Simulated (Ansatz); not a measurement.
Input for Ansatz (a quantum-chemistry and plane-wave program): U-CCSDT(Q)/cc-pVDZ on AsH (SMILES [AsH]), 2S+1 = 3, a spin state set in the input, which need not be the lowest, at the other state's geometry. The run froze 14 orbitals, filled d shells among them.

Ansatz 0.2 input:
```yaml
crystal:
  periodic: [false, false, false]
  atoms:
    - {symbol: As, position_ang: [-0.00000000, -0.00000000, -0.04515050]}
    - {symbol: H, position_ang: [0.00000000, 0.00000000, 1.48996648]}
basis:
  gaussian:
    orbitals: cc-pVDZ
magnetization: {spin_polarized: true, initial_magnetization: 2}
correlation: {method: ccsdt_q, electrons: outside_noble_gas}
scf: {omitted_lower_state_checks: [cluster_reference]}
```

Output:

```
WARN ansatz: RAYON_NUM_THREADS=2 ignored (pool sized by the plan → 2); use --threads N
Functional definition: HF
these checks for a lower state are left out or cut short: cluster_reference
integrals: 0.01 GiB planned
593 factors; integrals over basis functions are off by at most 9.4e-8 eV
mean field: 0.11 GiB planned
mean field evaluation 1: about -60809.9091 eV, gradient 5.0e0 eV
mean field evaluation 2: about -60809.9148 eV, gradient 5.1e0 eV
mean field evaluation 4: about -60810.2148 eV, gradient 4.4e-1 eV
mean field evaluation 8: about -60810.2178 eV, gradient 5.2e-4 eV
mean field -60810.21775743 eV, -2234.7342839395 hartree, gradient 2.0e-6 eV, S^2 2.016951; 0 other end points of the search recorded, 0 dependent functions left out
14 core orbitals not correlated
reference -60810.21775743 eV, -2234.7342839395 hartree; 4, 2 occupied and 14, 16 virtual orbitals, 593 factors
second order -2.01631427 eV of doubles, -0.00000000 eV of singles
coupled cluster: 0.07 GiB planned
cycle   1  -2.41310653 eV  change   -4.0e-1 eV  update   5.2e-2
cycle   2  -2.60916192 eV  change   -2.0e-1 eV  update   2.2e-2
cycle   3  -2.62268968 eV  change   -1.4e-2 eV  update   6.0e-3
cycle   4  -2.62455200 eV  change   -1.9e-3 eV  update   2.2e-3
cycle   5  -2.62376193 eV  change    7.9e-4 eV  update   9.8e-4
cycle   6  -2.62393178 eV  change   -1.7e-4 eV  update   4.5e-4
cycle   7  -2.62431783 eV  change   -3.9e-4 eV  update   2.2e-4
cycle   8  -2.62421638 eV  change    1.0e-4 eV  update   8.1e-5
cycle   9  -2.62420556 eV  change    1.1e-5 eV  update   2.7e-5
cycle  10  -2.62422434 eV  change   -1.9e-5 eV  update   7.1e-6
cycle  11  -2.62422497 eV  change   -6.3e-7 eV  update   2.1e-6
cycle  12  -2.62422457 eV  change    3.9e-7 eV  update   7.1e-7
cycle  13  -2.62422387 eV  change    7.1e-7 eV  update   2.1e-7
perturbative correction -0.00160992 eV, -0.0000591635 hartree
Total energy: -60812.84359122 eV, -2234.8307815514 hartree
Checks for a lower state left out: cluster_reference
```

The calculation finished and met its thresholds.

Cost: very roughly 3.0 core-seconds.
